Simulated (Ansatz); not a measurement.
Input for Ansatz (a quantum-chemistry and plane-wave program): R-B3LYP/def2-TZVPP on As2BH5 (SMILES [AsH2]B[AsH2]), a point of a torsion scan.

Ansatz 0.2 input:
```yaml
crystal:
  periodic: [false, false, false]
  atoms:
    - {symbol: As, position_ang: [1.97668011, 0.01909646, -0.15379580]}
    - {symbol: B, position_ang: [0.19627764, -0.81005299, 0.25822678]}
    - {symbol: As, position_ang: [-0.69103840, -0.70420319, 2.02336033]}
    - {symbol: H, position_ang: [1.28927039, 1.28908922, -0.58406308]}
    - {symbol: H, position_ang: [2.18371874, 0.62367257, 1.22166778]}
    - {symbol: H, position_ang: [-0.42478354, -1.20340236, -0.66407015]}
    - {symbol: H, position_ang: [0.50333976, -1.09677673, 2.84886283]}
    - {symbol: H, position_ang: [-1.21978764, -2.11371548, 2.05483370]}
basis:
  gaussian:
    orbitals: def2-TZVPP
hamiltonian:
  xc: {name: B3LYP}
scf: {lower_state_search: off}
```

The head of its log:

```
WARN ansatz: RAYON_NUM_THREADS=1 ignored (pool sized by the plan → 1); use --threads N
Functional definition: B3LYP
these checks for a lower state are left out or cut short: stability, starts, cluster_reference, orbital_swaps, neighbouring_geometries, increment
integrals: 0.13 GiB planned
1296 factors; their error is unknown
mean field: 1.14 GiB planned
mean field evaluation 1: about -122439.9227 eV, gradient 2.9e1 eV
mean field evaluation 2: about -122438.5097 eV, gradient 3.5e1 eV
```

What total energy does the run end on?

-4499.6795 hartree.
